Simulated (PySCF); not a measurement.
BCl2HS.

```xyz
5

B     -0.0003    -0.0121     0.0000
Cl     1.3720    -1.1111     0.0000
Cl    -1.6376    -0.6606     0.0000
S      0.3415     1.7513     0.0000
H     -0.9481     2.1574     0.0000
```

Geometry: TPSSh-D3(BJ)/def2-SVP. The values are those of a single conformer.

Computed with PySCF with B3LYP/pcSseg-2. Non-relativistic, no solvent.

Computed absolute GIAO shielding of each atom: isotropic value and principal components (ppm):
| atom | σ(iso) | σ11 | σ22 | σ33 | span |
|---|---|---|---|---|---|
| B1 | 34.3 | -9.9 | 36.8 | 76.0 | 85.8 |
| Cl2 | 689.7 | 423.3 | 794.4 | 851.3 | 427.9 |
| Cl3 | 660.6 | 427.1 | 745.3 | 809.4 | 382.3 |
| S4 | 455.5 | 239.6 | 479.2 | 647.7 | 408.1 |
| H5 | 27.9 | 21.7 | 27.2 | 34.9 | 13.3 |
